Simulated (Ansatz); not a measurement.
BH₂IOSZn, SMILES `O[B](I)[Zn][SH]` at its PBE0-D4/def2-TZVP geometry, where that method's forces vanish. The species carries charge 0 and has multiplicity 1. I: def2 effective core potential.

```xyz
7

O    -0.0236   -2.0054   -0.9114
B    -0.3508   -0.7414   -0.6194
I    -2.0712    0.1340   -1.6483
Zn    0.6328    0.4614    0.7259
S     1.6281    1.7894    2.1361
H    -0.5876   -2.4341   -1.5668
H     0.7723    2.7961    1.8840
```

Problem. What forces (eV/Å) does r2SCAN-D4/def2-TZVPP give on these atoms in the Gaussian-basis code of Ansatz? (Estimate.)

Solution. Computed: 
```
O1   0.072 -0.165 -0.014
B2   0.135  0.225  0.212
I3  -0.092  0.069 -0.046
Zn4 -0.049 -0.032 -0.055
S5  -0.041 -0.079 -0.069
H6  -0.014 -0.020 -0.020
H7  -0.012  0.002 -0.009
```
